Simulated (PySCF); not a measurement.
**Working with the constants of Bi₂⁺**

ROHF-CCSD(T) constants of Bi₂⁺, doublet, unpaired electrons π ↑ (basis Bi cc-pVDZ-PP with ECP60; scalar-relativistic core potentials; PySCF 2.14; masses 208.9804 and 208.9804 u):

* ωe: 161.9 cm⁻¹
* ωexe: 0.271 cm⁻¹
* Be: 0.020476 cm⁻¹
* αe: 4.07e-05 cm⁻¹
* D (centrifugal): 1.31e-09 cm⁻¹
* De to Bi⁺ + Bi: 2.32 eV

Question: Give the vibrational terms G(v) and spacings up to v = 6.

Answer: G(v) = ωe(v+½) − ωexe(v+½)².

| v | G(v) (cm⁻¹) | G(v) − G(v−1) | Bv (cm⁻¹) |
| --- | --- | --- | --- |
| 0 | 80.9 |  | 0.02046 |
| 1 | 242.2 | 161.4 | 0.02041 |
| 2 | 403.1 | 160.8 | 0.02037 |
| 3 | 563.3 | 160.3 | 0.02033 |
| 4 | 723.1 | 159.7 | 0.02029 |
| 5 | 882.3 | 159.2 | 0.02025 |
| 6 | 1040.9 | 158.6 | 0.02021 |

Question: How well does the Morse estimate ωe²/(4ωexe) reproduce De, and what is D0?

Answer: It gives 3.00 eV, 129 % of the computed De. D0 = De − G(0) = 2.32 − 0.01 = 2.31 eV.

Correlated steps freeze 8 core orbitals. Correlated levels converge slowly with the basis: in double zeta they bind strong bonds too weakly, by up to about 1 eV, and carry superposition errors of some tenths. These are scalar-relativistic numbers at best; spin–orbit coupling would shift them, the dissociation energy most. The state is the lowest determinant that a PBE0 search found; another state may lie lower at other levels.
